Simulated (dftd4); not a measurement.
ketene (C$_{2}$H$_{2}$O), singlet, at a GFN2-xTB geometry; D4 for wb97x (dftd4).

Input for dftd4:
```
$ dftd4 mol.xyz --func wb97x --charge 0 --json dftd4.json --noedisp

# file mol.xyz
5

C     -0.01148162     0.02136311    -1.19190098
C      0.00092956    -0.00172957     0.09649676
H      0.00249612     0.94826436    -1.73006124
H     -0.03614064    -0.88566416    -1.76255958
O      0.01211961    -0.02255018     1.25813077
```

It wrote (shortened):

```
                    ____  _____ _____     ____  _  _
      -------------|  _ \|  ___|_   _|---|  _ \| || |------------
     |             | | | | |_    | | ___ | | | | || |_           |
     |             | |_| |  _|   | ||___|| |_| |__   _|          |
     |             |____/|_|     |_|     |____/   |_|            |
     |             ===================================           |
     |            E. Caldeweyher, S. Ehlert & S. Grimme          |
     |          Mulliken Center for Theoretical Chemistry        |
     |                    University of Bonn                     |
      -----------------------------------------------------------

Rational (Becke-Johnson) damping: wb97x-D4-ATM
---------------------
  s6         1.0000
  s8         0.5093
  s9         1.0000
  a1         0.0662
  a2         5.4487
 alp        16.0000
--------------------

Dispersion energy:      -3.8752662202192E-03 Eh

[Info] JSON dump of results written to 'dftd4.json'
```
